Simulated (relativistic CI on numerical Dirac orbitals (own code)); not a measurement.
# One change at a time: Cu XVIII

Base calculation: Dirac-Coulomb-Breit CI, separate exchange-only KLI orbitals for each configuration, a model potential for QED, unscaled Slater integrals.

Configuration list (outside the closed core [Ne]): 3s2, 3s 3p, 3p2, 3s 3d, 3d2, 3p 3d, 3p 4s, 3s 4s, 3d 4s, 3s 4p, 3s 4d, 3s 4f, 3s 5s, 3s 5p, 3s 5d, 4s2, 3s 5f, 3s 5g, 3s 6s, 3s 6p, 3s 6d. Levels of other configurations are missing.

Variants: (1) only the first 3 configurations. Shifts of the energy above 3s2 1S_0, in cm⁻¹, for the lowest level and the first level of each name with at least 55 % of one term (blank where a level changes its place among those of its configuration and J or its character, or is not in the variant):

```tsv
Level	Base	Δ(1)
3s2 1S_0	0	0
3s 3p 3P°_0	278523	+1829
3s 3p 3P°_1	288180	+2064
3s 3p 3P°_2	313368	+1902
3s 3p 1P°_1	431881	+20535
3p2 3P_0	666916	+3431
3p2 1D_2	679965	
3p2 3P_1	686264	+2600
3p2 3P_2	716687	
3p2 1S_0	810184	+20678
3s 3d 3D_1	821957	
3s 3d 3D_2	823981	
3s 3d 3D_3	827166	
3s 3d 1D_2	929414
```

At this charge energies of transitions that change n are usually good to better than 1 %, and those within a shell (Δn = 0) to a few per cent.

Ionisation energy from the two ground configurations alone: base 628.473 eV. The NIST ASD value (semi-empirical) is 632.5 eV.

LS names give the leading component of a level, which can be under half, so a name can repeat, a term be missing and a line seem to break the LS rules.
